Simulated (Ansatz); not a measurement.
Breaking a bond: Al₂, triplet.

Level of theory: full CI/cc-pVTZ, frozen core (Ansatz, a quantum-chemistry and plane-wave program).

Q: Relative to R = 2.73 Å, what are the energies at R = 3.04, 3.16, 6.01, 7.43 Å?

A: 13.1 kJ/mol at 3.04 Å, 22.3 kJ/mol at 3.16 Å, 131.4 kJ/mol at 6.01 Å, 134.3 kJ/mol at 7.43 Å.

The scan ran from 2.17 to 8.29 Å; beyond the distances shown full CI changes its symmetry label.
